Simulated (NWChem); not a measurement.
Ionisation of C$_{5}$H$_{7}$O

SMILES: C1[CH]CCC1=O
```xyz
13

O      0.8619     1.8588     0.4100
C      0.3870     0.7875     0.1462
C      1.1427    -0.5388     0.1375
C      0.1067    -1.5625    -0.1400
C     -1.2666    -0.9799    -0.2645
C     -1.0663     0.5384    -0.2440
H      1.6727    -0.6618     1.1029
H      1.9502    -0.4851    -0.6204
H      0.3040    -2.6355    -0.1778
H     -1.9167    -1.3103     0.5701
H     -1.7806    -1.3264    -1.1793
H     -1.2185     0.9982    -1.2351
H     -1.7267     1.0816     0.4481
```
Charge 0, spin multiplicity 2.

Everything below was run with NWChem. The geometry was optimised at UPBE0/def2-SVP, with no frequency check, so it may be a saddle point. It is one conformer; others weren't searched.

Basis set: def2-SVP. −ε marks an orbital energy of the parent.

The correlated methods keep 6 core orbitals frozen. B3LYP has NWChem's definition, with VWN1-RPA local correlation. The structure started from a generated list of species. No SCF solution was tested for a lower state. Open-shell Hartree-Fock references start from PBE0 orbitals.

Question: One of these methods gave a first vertical ionisation energy of 5.42 eV. Which?
A. −ε(alpha HOMO) of HF
B. G0W0@LDA (SVWN5)
C. G0W0@PBE0
D. −ε(alpha HOMO) of B3LYP

Answer: D, −ε(alpha HOMO) of B3LYP. The others give 7.08 (G0W0@LDA (SVWN5)), 9.38 (−ε(alpha HOMO) of HF), 7.54 (G0W0@PBE0).
